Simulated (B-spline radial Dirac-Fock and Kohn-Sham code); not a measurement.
The computed values come from a radial finite-basis atomic code: multi-electron Dirac-Fock with separately optimised hole states, Breit and Lamb-shift corrections added in first order. Free neutral atoms.

Q: Order these X-ray lines by photon energy, lowest first.
A. La Lβ3
B. Ce Lβ2
C. Os Lβ1
D. Hg Lβ3
E. Lu Lℓ
F. Yb Lβ7

A: A (5144.6 eV), B (5614.8 eV), E (6746.2 eV), F (8879.7 eV), C (10354.0 eV), D (11996.7 eV).
